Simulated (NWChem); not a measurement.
Extrapolating the UMP2 correlation energy of HS2

SMILES: [S]S
```xyz
3

S      0.4306     0.9351     0.0000
S     -0.4677    -0.8295     0.0000
H      0.5935    -1.6883     0.0000
```
Charge 0, spin multiplicity 2.

All runs are NWChem calculations. All single points use one geometry, from UPBE0/def2-SVP, a minimum by its harmonic frequencies.

The correlated methods keep 10 core orbitals frozen. The structure started from a generated list of species. The unpaired electrons of the parent sit in orbitals of symmetry a" (Cs labels of the run); other states weren't searched. No SCF solution was tested for a lower state. Open-shell Hartree-Fock references start from PBE0 orbitals; any time given for them includes that run.

Worked example. The UMP2 correlation energy is -326.41 mHa in cc-pVTZ and -355.93 mHa in cc-pVQZ. The form E(X) = E∞ + A/X³ turns the pair into an estimate of the basis-set limit.

E∞ = (4³·(-355.93) − 3³·(-326.41))/(4³ − 3³) = -377.5 mHa. The larger basis holds 94 % of that, at about 4 times the processor time of the smaller one. This is a two-point estimate.
